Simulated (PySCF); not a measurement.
GeHIS, SMILES [SH][Ge][I] (connectivity only; charge and spin as stated), neutral, multiplicity 1. Heavy atoms are numbered as in [Ge:1]([I:2])[SH:3]. Hydrogens are named by the atom that carries them.

Coordinates come from a PBE0-D3(BJ)/def2-SVP optimisation. The def2 effective core potentials stand for the cores of I; spin–orbit coupling is left out. One conformer was computed; it need not be the lowest.

The numbers are results of M06-2X/def2-TZVPD run with PySCF, not measurements.

Mulliken values depend strongly on the basis, most of all with diffuse functions as here. ESP charges are fitted to the potential on shells at 1.4 to 2.0 van der Waals radii. Atomic charges (e), one atom of each kind:

```tsv
atom	Mulliken	ESP fit
Ge1	0.29	(withheld)
I2	-0.13	(withheld)
S3 (SH)	-0.37	(withheld)
H on S3	0.21	(withheld)
```

**Question.** Some entries are withheld; supply them. (The exact figures need the calculation; the answer reports its results.)

**Answer.** 
- Ge1, ESP fit: 0.15
- I2, ESP fit: -0.10
- S3 (SH), ESP fit: -0.23
- H on S3, ESP fit: 0.18
